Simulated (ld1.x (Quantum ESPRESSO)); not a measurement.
**Se (Z = 34): one change to a TM potential, before and after**

- Element: Se (Z = 34)
- Generator: ld1.x (Quantum ESPRESSO) 7.5
- Type: norm-conserving Troullier–Martins (Kleinman–Bylander form)
- Functional: LDA (PZ)
- Relativity: scalar-relativistic
- Frozen core: [Ar] 3d10
- Valence charge: 6
- Reference configuration: 4s2 4p4
- Partial waves: 4s (bound): rc 1.45 bohr; 4p (bound): rc 1.85 bohr; 4d channel at 0.05 Ry: rc 1.60 bohr
- Local potential: the d channel
- Core correction: none

All-electron outer shells of the reference configuration (LDA (PZ), scalar-relativistic, ld1.x):

| shell | level (eV) | outermost node (bohr) | outermost maximum (bohr) |
| --- | --- | --- | --- |
| 3p | -152.70 | 0.21 | 0.50 |
| 3d | -53.39 | – | 0.45 |
| 4s | -17.49 | 0.70 | 1.51 |
| 4p | -6.66 | 0.74 | 1.80 |

Change: functional PBE.

Cutoffs: the cutoffs (Ry, on a coarse ladder) from which the occupation-weighted sum of valence levels, in a spherical-Bessel basis at the reference potential, stays within 10 and 1 mRy of its value at 400 Ry; they do not see the model core or the augmentation charge, which bear on the density cutoff. Errors are all-electron minus pseudo energies relative to the spin-unpolarised reference configuration.

Question: Predict the effect on cutoff, ghosts and configuration errors.

Answer: The potential gets neither clearly harder nor softer (25 Ry and 55 Ry → 25 Ry and 55 Ry); both files keep a bound ghost (p, s); the number of tests with a reliable result goes from 9 to 7; of the 7 tests that both files solve, the error grows in 4 and shrinks in 2 by more than 15 % and 0.3 meV (median size 4.5 → 7.0 meV).

```tsv
quantity	base	changed
cutoff, loose	25 Ry	25 Ry
cutoff, tight	55 Ry	55 Ry
bound ghosts	s, p	s, p
error for 4s2 4p3, meV [ΔE 11.01 → 10.84 eV]	-1.3	-6.6
error for 4s2 4p2, meV [ΔE 31.57 → 31.19 eV]	+4.5	-31
error for 4s2 4p1, meV [ΔE 62.72 → 62.06 eV]	+47	-74
error for 4s2 4p0, meV [ΔE 105.30 → 104.25 eV]	+198	-90
error for 4s2 4p4.3, meV [ΔE -1.64 → -1.59 eV]	+0.3	+0.1
error for 4s1 4p4, meV [ΔE 22.59 → 22.38 eV]	+3.5	-6.1
error for 4s0 4p6, meV [ΔE 22.09 → 21.96 eV]	+19	+7.0
s: phases at 2.00 bohr within 0.05 rad from the reference energy up to (Ry; the scan ends near 5)	2.1	2.1
p: phases at 2.00 bohr within 0.05 rad from the reference energy up to (Ry; the scan ends near 5)	to the end of the scan	to the end of the scan
d: phases at 2.00 bohr within 0.05 rad from the reference energy up to (Ry; the scan ends near 5)	0.9	0.9
```

 A true bound ghost makes a file unfit for plane-wave use even where its test errors are small: the radial tests pick states by their node count and pass the ghost by.
